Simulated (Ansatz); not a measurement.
Reaction (ligand exchange at a B–C bond): `BBC(=N)O` + `C[SiH](O)F` → `BBO[SiH](C)F` + `N=CO`

Gas-phase electronic energies from Ansatz, PBE0-D4/def2-TZVP geometries. CCSD(T)/CBS adds triple-zeta CCSD(T) − MP2 to the extrapolated MP2 energy (def2 sets, frozen cores). This one scheme is used for every species. Functionals use def2-TZVPP. HSE06 is defined as in plane-wave codes. One conformer a species, not always the lowest.

```tsv
level	ΔE (kJ/mol)
PBE-D4	-118.9
BLYP	-125.7
HSE06	-125.7
HF/CBS(def2)	-147.5
```

Q: What does CCSD(T)/CBS give? (An estimate is asked.)

A: The calculation gave: -131.8 kJ/mol. The listed levels differ from it by 12.9, 6.1, 6.1, -15.7 kJ/mol.

Largest T1 diagnostic among the species: 0.015.

In def2-TZVPP, CCSD(T) changes the Hartree–Fock value by +12.6 kJ/mol (the triples alone add +1.8 kJ/mol) and MP2 by +12.4 kJ/mol. From PBE to PBE0 (25 % exact exchange), in def2-TZVPP and without D4, ΔE moves by −6.7 kJ/mol.
